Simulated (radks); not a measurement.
The numbers below are computed, except where a source is named.
Q: The mean radii <r> (bohr) of the occupied orbitals of an atom or ion are listed with their occupations. Level of theory: non-relativistic Kohn-Sham, revPBE, spin-polarised, spherical densities, point nucleus (a radial shooting solver on a logarithmic mesh with Libxc functionals).

| orbital | occ. | <r> |
|---|---|---|
| 1s down | 1 | 0.02134 |
| 1s up | 1 | 0.02134 |
| 2s up | 1 | 0.09036 |
| 2s down | 1 | 0.09036 |
| 2p up | 3 | 0.07649 |
| 2p down | 3 | 0.07649 |
| 3s up | 1 | 0.2305 |
| 3s down | 1 | 0.2305 |
| 3p up | 3 | 0.2204 |
| 3p down | 3 | 0.2204 |
| 3d up | 5 | 0.1939 |
| 3d down | 5 | 0.1939 |
| 4s up | 1 | 0.5164 |
| 4s down | 1 | 0.5165 |
| 4p up | 3 | 0.5255 |
| 4p down | 3 | 0.5256 |
| 4d up | 5 | 0.5476 |
| 4d down | 5 | 0.5478 |
| 5s up | 1 | 1.237 |
| 5s down | 1 | 1.239 |
| 5p up | 3 | 1.362 |
| 5p down | 3 | 1.365 |
| 4f up | 7 | 0.6582 |
| 4f down | 6 | 0.6608 |

Name the element and its charge. Open shells, if any, are filled with parallel spins first.

A: Z = 71, lutetium, charge +4: Lu4+ in [Xe] 4f13. The 1s radius gives Z: for a bare nucleus <r> = 1.5/Z, 0.02113 bohr for Z = 71, and screening makes it slightly larger (0.02134 here). The occupations add up to 67, and the charge is Z minus that.
